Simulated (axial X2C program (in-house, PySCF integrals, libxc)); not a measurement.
## Potential curves of TaS, without spin–orbit coupling

All values were computed with an axial X2C code built on PySCF integrals. Spin-free means the one-electron spin-free X2C Hamiltonian. Basis: Ta dyall-cv3z [13s14p9d7f4g], S dyall-av3z [9s8p3d2f] (cores contracted in-house); Gaussian nuclei, density fitting, unrestricted open shells. Masses: Ta 180.948 u, S 31.972 u.

State: M_S = 3/2, Λ = 0 (beyond evenly filled blocks: σα, δ+α, δ-α). Energies in kJ/mol from the fragments at the same level (Ta + S). Fits are polynomials in 1 − R0/R over 0.85 to 1.23 times the lowest point R0.

| R (Å) | PBE0 |
| --- | --- |
| 1.8305 | -360.73 |
| 1.9146 | -466.13 |
| 1.9778 | -514.03 |
| 2.0409 | -541.28 |
| 2.1040 | -552.38 |
| 2.1776 | -549.77 |
| 2.2513 | -534.72 |
| 2.3460 | -502.83 |
| 2.4617 | -452.38 |
| 2.6300 | -369.99 |

One determinant describes the state; a PBE0 search over occupations chose it and may have missed a lower one. De is counted from the lowest determinant-based energies of the atoms at the same level, without counterpoise correction. PBE0 can misorder states that lie within some tenths of an eV, so this need not be the ground state of the molecule. The nearest other spin-free determinant of the search, M_S = 1/2, Λ = 2, lies 0.18 eV up at the distance of the search. The functionals have no current-density term, which raises determinants with orbital currents, atoms included. The determinant is spin-polarised beyond a pure state at some levels (its spin-free form has ⟨S²⟩ too high), which makes Re and μ there less reliable. With spin–orbit coupling the lowest determinant has another configuration, so this spin-free state is a model.

(1) Fit the PBE0 curve near its minimum: give the equilibrium distance, the harmonic wavenumber and the well depth.

Answers

(1) At PBE0, spin-free: Re = 2.127 Å, ωe ≈ 543 cm⁻¹, De = 5.73 eV to Ta + S; Be follows as 0.137 cm⁻¹.
